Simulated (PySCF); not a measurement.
CH3Zn, charge +1, singlet, at a GFN2-xTB geometry (such geometries of metal compounds can be far from the true shape).

PySCF was given this input:
```python
from pyscf import gto, scf, dft

mol = gto.Mole()
mol.atom = '''
    Zn   -0.34914678   -0.20143649   -0.26629558
    C     1.09381840    0.63106679    0.83425947
    H     1.59595133   -0.20267503    1.33375943
    H     0.57940379    1.30261333    1.52792074
    H     1.73613783    1.15675559    0.12163043
'''
mol.basis = 'cc-pvdz'
mol.charge = 1
mol.verbose = 4
mol.build()

mf = dft.RKS(mol)
mf.xc = 'pbe'
mf.kernel()
```

Task: Give the HOMO-LUMO gap at the level PBE/cc-pVDZ run with PySCF.

Result: 3.67 eV

Task: Predict the number of basis functions from PBE/cc-pVDZ.

Result: 72

Task: What is the computed HOMO energy (PBE/cc-pVDZ)?

Result: -13.99 eV

Task: Give the total energy at the level PBE/cc-pVDZ.

Result: -3637.410518 Ry

Task: Give the Mulliken (on the basis functions themselves) charges in atom order at the level PBE/cc-pVDZ.

Result: Zn1 0.71, C2 -0.16, H3 0.15, H4 0.15, H5 0.15
